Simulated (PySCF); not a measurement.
## WOF₄ → WOF₂ + F₂

Level: PBE0 in the def2-SVP basis family, computed in PySCF with density fitting; scalar-relativistic core potentials for atoms from Rb on, none lighter, no spin–orbit coupling; open shells unrestricted.

```
species                                                                                  state and structure  ZPE (kJ/mol)  H(298 K) − H(0) (kJ/mol)  S° (J/(mol K))
   WOF₄  singlet, C4v, W–F 1.853 Å (×4), W–O 1.670 Å; F–W–F 86.1° (×4), F–W–F 149.9° (×2), F–W–O 105.1° (×4)          34.3                      20.2           341.0
   WOF₂                         singlet, C2v, W–F 1.840 Å (×2), W–O 1.670 Å; F–W–F 134.0°, F–W–O 113.0° (×2)          18.9                      15.0           309.1
     F₂                                                                            singlet, D∞h, F–F 1.376 Å           6.5                       8.7           201.9
```

**Question.** Is the gas-phase reaction uphill or downhill in electronic energy at this level, and by how much?

**Answer.** At PBE0/def2-SVP, ΔE = 865.3 kJ/mol, uphill. 

**Question.** Add zero-point, thermal and entropy terms for 298.15 K and 1 bar.

**Answer.** ΔZPE = -8.9 and Δ[H(298) − H(0)] = 3.5 kJ/mol give ΔH° = 859.9 kJ/mol. ΔS° = 170.0 J/(mol K), so ΔG° = 859.9 − 298.15 × (0.1700) = 809 kJ/mol.

Spin–orbit coupling can matter for WOF₄, WOF₂ and is left out. Only the bonding shown was studied: isomers, or loss of a ligand pair, can lie lower.
